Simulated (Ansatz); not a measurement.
Reaction (atomization): `O[SiH2][SnH2][OH]` → 6 H• + 2 O• + Si• + Sn•

Isolated molecules relaxed with PBE0-D4/def2-TZVP in Ansatz; ΔE leaves out vibrations. CCSD(T)/CBS is the MP2 limit (def2-TZVPP, def2-QZVPP) plus CCSD(T) − MP2 in def2-TZVPP, frozen cores. This one scheme is used for every species, atoms too. Functionals use def2-TZVPP. No spin–orbit coupling; open shells (•) take unrestricted orbitals. Spin–orbit coupling would lower the free atoms: a little for O, Si; strongly for Sn. def2 core potentials past Kr. Bonds to Sn are less sure, by a few kJ/mol each and by 10 to 20 or more in all where they break to atoms, as the def2 sets lack core-valence functions. Each species was taken in one conformer, which may not be the lowest.

```tsv
level	ΔE (eV)
BHLYP-D4	30.64
HF/CBS(def2)	22.13
```

Task: What does CCSD(T)/CBS give? (An estimate is asked.)

Result: Computed: +32.15 eV. The listed levels differ from it by -1.51, -10.02 eV.

Largest T1 diagnostic among the species: 0.014.

From BLYP to BHLYP (50 % exact exchange), in def2-TZVPP and without D4, ΔE moves by −0.78 eV: exact exchange takes away binding that semilocal exchange gives to molecules. The D4 term adds +0.33 eV with B3LYP and +0.17 eV with PBE0; it sums over pairs of atoms, weighted by their polarisabilities, and B3LYP, whose exchange is more repulsive, gets the larger term.

B3LYP here is the variant with VWN-RPA as its local correlation; programs differ in this.

For atomizations the MP2-based limit and the directly extrapolated one differ by several kJ/mol either way, and by 10 to 25 for some Ge, Se and Sn compounds, so smaller differences from it don't rank the levels.
